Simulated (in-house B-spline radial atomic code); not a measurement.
A calculation on Pm²⁺: its settings, and results tabulated from the run. Computed with a B-spline radial code for spherical atoms: scalar-relativistic (X2C) PBE, spherical fractional occupations, Fermi nucleus of rms radius 4.962 fm, inside a hard spherical wall at 3.01 bohr.

Command:
```bash
python run_scf.py task.json out
```
Settings (nuclear radius in fm, mass in u):
```
Z                61
configuration    [Kr] 4d9 4f5 5s2 5p6 5f1
hamiltonian      x2c
method           pbe,pbe
spin_polarised   False
nucleus          fermi
rms_radius       4.962
atomic_mass      144.91276
speed_of_light   137.035999084
wall_radius      3.01
```

Output (hartree, bohr):
```
 radial grid: 60 intervals, B-splines of order 8, outer radius 3.01 bohr

 iter        energy (Eh)    residual
    1      -10005.400353    4.80e-01
    2      -10005.423945    5.04e-01
    3      -10012.032955    1.92e-02
    4      -10012.044538    8.51e-03
    5      -10012.045719    3.35e-03
    6      -10012.045837    4.65e-04
    7      -10012.045848    2.79e-04
    8      -10012.045850    3.81e-06
    9      -10012.045850    1.28e-07

 total energy                    -10012.04585
 kinetic                           10839.1318
 electron-nucleus                 -24487.7402
 Hartree                            3867.7327
 exchange-correlation               -231.1701

 orbital      occ     eigenvalue          <r>       <r^2>       <1/r>       r_max
 1s         2.000     -1651.0609    0.0224918 0.000698171     71.8963     0.01397
 2s         2.000      -268.9410    0.0983209   0.0114725      16.534     0.08367
 2p         6.000      -240.6010    0.0867021  0.00919155     14.7857     0.06719
 3s         2.000       -59.0381     0.260112   0.0774453     5.91847      0.2387
 3p         6.000       -50.1038     0.258235   0.0773916     5.42393      0.2337
 3d        10.000       -37.6913     0.236097   0.0656125     5.10599      0.1917
 4s         2.000       -12.1090     0.592209    0.395917     2.44425      0.5522
 4p         6.000        -9.1636     0.626178     0.44602     2.21504      0.5755
 4d         9.000        -4.9619     0.685787    0.545743     1.93313      0.6017
 4f         5.000        -0.4920     0.917746     1.04717     1.39615       0.628
 5s         2.000        -1.9072      1.38849     2.13665    0.955023       1.283
 5p         6.000        -1.1485      1.52357     2.55481    0.845418       1.434
 5f         1.000         1.2404      1.77082      3.5824     0.78967       2.055
```

Run time, properties included: 0.06 s on 1 thread of x86-64 server CPU, on a shared host.

One-electron X2C: radii and densities carry no picture-change correction, so inner-shell <1/r> comes out high (for 1s by about 2 % at Z = 33, 5 % at 54, 10 % at 75, 30 % at 118) and <r> low.
